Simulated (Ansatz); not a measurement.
The same hydrolysis along the group B, Al, Ga, In.

Isolated molecules relaxed with PBE0-D4/def2-TZVP in Ansatz; ΔE leaves out vibrations. CBS: MP2 limit from def2 TZ/QZ plus the TZ coupled-cluster correction, frozen cores. This one scheme is used for every species. Functionals use def2-TZVPP. Elements past krypton have def2 core potentials. For Br, Ga, In outer-core shells are correlated without core-valence functions, which leaves a few kJ/mol of doubt a bond. Scalar relativity is left out up to krypton. Each species was taken in one conformer, which may not be the lowest.

```json
{"reaction": "`COB(O)Br` + H₂O → `COB(O)O` + HBr", "ωB97X-V (eV)": "-0.51", "ωB97M-V (eV)": "-0.51", "PBE0-D4 (eV)": "-0.46", "CCSD(T)/CBS(def2) (eV)": "-0.44"}
{"reaction": "`C[O][Al]([OH])[Br]` + H₂O → `C[O][Al]([OH])[OH]` + HBr", "ωB97X-V (eV)": "0.28", "ωB97M-V (eV)": "0.29", "PBE0-D4 (eV)": "0.35", "CCSD(T)/CBS(def2) (eV)": "0.32"}
{"reaction": "`C[O][Ga]([OH])[Br]` + H₂O → `C[O][Ga]([OH])[OH]` + HBr", "ωB97X-V (eV)": "0.73", "ωB97M-V (eV)": "0.76", "PBE0-D4 (eV)": "0.82", "CCSD(T)/CBS(def2) (eV)": "0.77"}
{"reaction": "`C[O][In]([OH])[Br]` + H₂O → `C[O][In]([OH])[OH]` + HBr", "ωB97X-V (eV)": "1.13", "ωB97M-V (eV)": "1.16", "PBE0-D4 (eV)": "1.22", "CCSD(T)/CBS(def2) (eV)": "1.17"}
```

Largest T1 diagnostic: 0.017, for `C[O][In]([OH])[OH]`.
